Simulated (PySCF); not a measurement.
PySCF 2.14 output of an unrestricted MN15 calculation on a single atom or ion in aug-cc-pwCVDZ-PP with ECP60MDF, with scalar relativity through the core potential:

```
SCF conv_tol = 1e-09
number electrons alpha = 10  beta = 9
    H. S. Yu, X. He, S. L. Li, and D. G. Truhlar.,  Chem. Sci. 7, 5032-5051 (2016)
    H. S. Yu, X. He, S. L. Li, and D. G. Truhlar.,  Chem. Sci. 7, 5032-5051 (2016)
cycle= 1 E= -170.908610141453  delta_E= -0.0161  |g|= 0.0732  |ddm|= 1.64
cycle= 2 E= -170.909494685679  delta_E= -0.000885  |g|= 0.0469  |ddm|= 0.662
cycle= 3 E= -170.91001803604  delta_E= -0.000523  |g|= 0.000999  |ddm|= 0.179
cycle= 4 E= -170.91001904571  delta_E= -1.01e-06  |g|= 4.99e-05  |ddm|= 0.0138
cycle= 5 E= -170.910019047705  delta_E= -2e-09  |g|= 3.89e-06  |ddm|= 0.00052
cycle= 6 E= -170.910019047714  delta_E= -8.92e-12  |g|= 3.01e-07  |ddm|= 4.73e-05
converged SCF energy = -170.910019047714  <S^2> = 0.75034692  2S+1 = 2.0003469
```

The run itself started from symmetry-adapted Hartree-Fock orbitals and held the occupation by maximum overlap, on a logarithmic radial grid, so the iterations belong to that start.

Problem. Which element, charge and spin multiplicity is this?

Solution. Tl²⁺ (thallium, charge +2), multiplicity 2; the state was [Xe] 4f14 5d9 6s2, 2D determinant (an excited configuration).

Energies and moments cover only the electrons outside the core potential. Spin-orbit coupling, absent here, splits the open shell strongly.
